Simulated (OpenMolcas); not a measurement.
## Mn3+ in a point-charge field

Mn3+ among 6 point charges of -1 e arranged as a tetragonal octahedron (D4h), 2.1 Å from the ion, with the axial distance 1.701 Å.

| Quantity | Value |
| --- | --- |
| Program | OpenMolcas 26.06 |
| Method | CASSCF |
| Basis | ANO-RCC-VTZP [6s5p3d2f1g] |
| Scalar Hamiltonian | DKH2, point nucleus |
| Active space | 4 electrons in 5 orbitals (3d) |
| State averaging | 2S+1 = 5 even, 5 roots; 2S+1 = 3 even, 45 roots; 2S+1 = 1 even, 50 roots |
| Spin-orbit coupling | state interaction with AMFI integrals over the reference wave functions |

The lowest spin-free states (labels of D4, the rotations of D4h), above the lowest:

```json
{"State": "5A1", "Degeneracy": "1", "E (cm-1)": "0.0", "Free-ion L (%)": "D (100)"}
{"State": "5E", "Degeneracy": "2", "E (cm-1)": "3593", "Free-ion L (%)": "D (100)"}
{"State": "5B1", "Degeneracy": "1", "E (cm-1)": "4727", "Free-ion L (%)": "D (100)"}
{"State": "5B2", "Degeneracy": "1", "E (cm-1)": "6133", "Free-ion L (%)": "D (100)"}
{"State": "3A2", "Degeneracy": "1", "E (cm-1)": "24030", "Free-ion L (%)": "H (80)"}
{"State": "3A1", "Degeneracy": "1", "E (cm-1)": "24522", "Free-ion L (%)": "H (90)"}
{"State": "3E", "Degeneracy": "2", "E (cm-1)": "24690", "Free-ion L (%)": "H (87)"}
{"State": "3B1", "Degeneracy": "1", "E (cm-1)": "26167", "Free-ion L (%)": "H (89)"}
{"State": "3B2", "Degeneracy": "1", "E (cm-1)": "26445", "Free-ion L (%)": "H (74)"}
{"State": "3E", "Degeneracy": "2", "E (cm-1)": "26558", "Free-ion L (%)": "H (90)"}
{"State": "3A2", "Degeneracy": "1", "E (cm-1)": "27432", "Free-ion L (%)": "P (46)"}
{"State": "3E", "Degeneracy": "2", "E (cm-1)": "27617", "Free-ion L (%)": "H (73)"}
{"State": "3A2", "Degeneracy": "1", "E (cm-1)": "28513", "Free-ion L (%)": "H (57)"}
{"State": "3E", "Degeneracy": "2", "E (cm-1)": "28970", "Free-ion L (%)": "P (40)"}
{"State": "3B1", "Degeneracy": "1", "E (cm-1)": "29175", "Free-ion L (%)": "F (85)"}
{"State": "3E", "Degeneracy": "2", "E (cm-1)": "30001", "Free-ion L (%)": "F (88)"}
{"State": "3B2", "Degeneracy": "1", "E (cm-1)": "30407", "Free-ion L (%)": "F (73)"}
{"State": "3A1", "Degeneracy": "1", "E (cm-1)": "30861", "Free-ion L (%)": "G (94)"}
{"State": "3E", "Degeneracy": "2", "E (cm-1)": "31179", "Free-ion L (%)": "F (65)"}
{"State": "3E", "Degeneracy": "2", "E (cm-1)": "32441", "Free-ion L (%)": "G (72)"}
```

The lowest levels with spin-orbit coupling:

```
E (cm-1)  Degeneracy  Label  2S+1               g
     0.0           1     A1     5                
     9.7           2      E     5  0.00 0.00 4.00
    38.8           2            5  0.00 0.00 8.00
    3471           2      E     5  0.00 0.00 5.96
    3525           1     A2     5                
    3561           1     A1     5                
    3626           2      E     5  0.00 0.00 1.93
    3701           1     B1     5                
    3728           1     B2     5                
    3809           2      E     5  0.00 0.00 9.91
    4702           1     A2     5                
    4703           1     A1     5                
    4796           2      E     5  0.00 0.00 2.97
    4828           1     B1     5                
    6206           1     B2     5                
    6224           2      E     5  0.00 0.00 5.01
    6275           2            5  0.00 0.00 9.85
   24021           1     A1     3                
   24040           2      E     3  0.00 0.00 2.19
   24505           1     A2     3
```

Powder χT (cm3 K/mol): 0.73 at 2 K, 2.13 at 10 K, 2.62 at 50 K, 2.68 at 100 K, 2.74 at 200 K, 2.77 at 300 K. The effective moment at 300 K is 2.828 √(χT) = 4.71 μB.

The lowest level has 2S+1 = 5, for which the spin-only value is χT = S(S+1) / 2 = 3.000 cm3 K/mol (g = 2). The computed 2.770 at 300 K differs by -0.230, through orbital momentum, spin-orbit coupling and any other state in reach.

Without dynamic correlation the repulsion within the d shell is too large (B by tens of per cent), so at a given field states of lower spin stand too high. Point charges carry no covalency, so the field is a model and not that of real ligands. No measured value stands beside these numbers.

With an even number of electrons the g values are those of a degenerate or nearly degenerate non-Kramers pair.
